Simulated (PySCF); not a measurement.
**MnH: frontier orbitals**

r²SCAN0 at R = 1.728 Å; basis Mn def2-TZVPP, H def2-TZVPP; no relativity; PySCF 2.14. State: ⁷Σ⁺ (septet), unpaired electrons σ ↑↑, π ↑↑, δ ↑↑. Only the outer orbitals are listed, counted within each symmetry.

```
spin  orbital  occ.  ε (eV)  on Mn (%)           main shells (%)
   α       6σ     1  -11.40         91            90 Mn d, 8 H s
   α       1δ     1  -11.34        100                  100 Mn d
   α       1δ     1  -11.34        100                  100 Mn d
   α       3π     1  -11.14        100                  100 Mn d
   α       3π     1  -11.14        100                  100 Mn d
   α       7σ     1   -8.21         63           54 Mn s, 37 H s
   α       8σ     1   -4.99         77  42 Mn p, 33 Mn s, 23 H s
   α       4π     0   -0.93        100                   99 Mn p
   α       4π     0   -0.93        100                   99 Mn p
   β       2π     1  -54.25        100                  100 Mn p
   β       2π     1  -54.25        100                  100 Mn p
   β       5σ     1  -53.98        100                  100 Mn p
   β       6σ     1   -7.83         40  60 H s, 21 Mn s, 11 Mn d
   β       7σ     0   -1.44        100          69 Mn s, 27 Mn d
   β       1δ     0   -0.47        100                  100 Mn d
   β       1δ     0   -0.47        100                  100 Mn d
```

Problem. Which are the highest filled and the lowest empty level, where do they sit, and how wide is the gap?

Solution. Highest filled α 8σ at -4.99 eV (in %: 42 Mn p, 33 Mn s, 23 H s); lowest empty β 7σ at -1.44 eV (in %: 69 Mn s, 27 Mn d); the gap at r²SCAN0 is 3.55 eV.

```json
{"bond order (Mayer)": "0.90", "⟨S²⟩": "12.005", "charge on Mn (Mulliken, basis-dependent)": "0.29", "charge on Mn (Löwdin, basis-dependent)": "0.24", "dipole moment (positive dipole means Mn(−)H(+))": "-1.36 D"}
```

With d or f electrons several states lie close, and the lowest PBE0 determinant need not be the measured ground state.
